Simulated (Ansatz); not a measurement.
`C#[C][SnH2][C]#C` + `CCF` → `C#[C][SnH2][F]` + `C#CCC` at 500 K and 1 bar (formal exchange of groups at the Sn–C bond).

Isolated molecules relaxed with PBE0-D4/def2-TZVP in Ansatz; ΔE leaves out vibrations. CCSD(T)/CBS is the MP2 limit (def2-TZVPP, def2-QZVPP) plus CCSD(T) − MP2 in def2-TZVPP, frozen cores. Elements past krypton have def2 core potentials. For Sn outer-core shells are correlated without core-valence functions, which leaves a few kJ/mol of doubt a bond.

| species | CCSD(T)/CBS energy (Eh) | H − E (kJ/mol) | S (J/(mol·K)) |
| --- | --- | --- | --- |
| `C#[C][SnH2][C]#C` | -368.49595 | 181.4 | 419.0 |
| `CCF` | -178.90141 | 205.5 | 299.6 |
| `C#[C][SnH2][F]` | -391.67763 | 128.6 | 381.3 |
| `C#CCC` | -155.75665 | 257.9 | 337.9 |

H − E and S are ideal-gas, rigid-rotor, harmonic terms from PBE0-D4/def2-TZVP. 1 Eh = 2625.50 kJ/mol, R = 8.31446 J/(mol·K).

By hand: ΔE, ΔH, ΔS and ΔG.

ΔE = (-391.67763) + (-155.75665) − (-368.49595) − (-178.90141) = -0.03692 Eh = -96.9 kJ/mol. Δ(H − E) = 128.6 + 257.9 − 181.4 − 205.5 = -0.4, so ΔH = -97.3 kJ/mol. ΔS = 381.3 + 337.9 − 419.0 − 299.6 = 0.6 J/(mol·K). ΔG = -97.3 − 500 × (0.6)/1000 = -97.6 kJ/mol.

By hand: the equilibrium constant, and the temperature at which ΔG would vanish if ΔH and ΔS stayed fixed.

log₁₀ K = −ΔG/(RT ln 10) = 10.2. ΔH and −TΔS have one sign here, so there is no such temperature. One of them is within its doubt of zero, so this could turn.

The number of gas molecules stays the same, so ΔS is small and ΔH decides. A doubt of 5 kJ/mol in ΔE shifts log₁₀ K by 0.5 here. These are equilibria of isolated gas molecules and say nothing of rates. Largest T1 diagnostic: 0.014 (customary marks: 0.02 for closed shells, 0.045 for open ones).
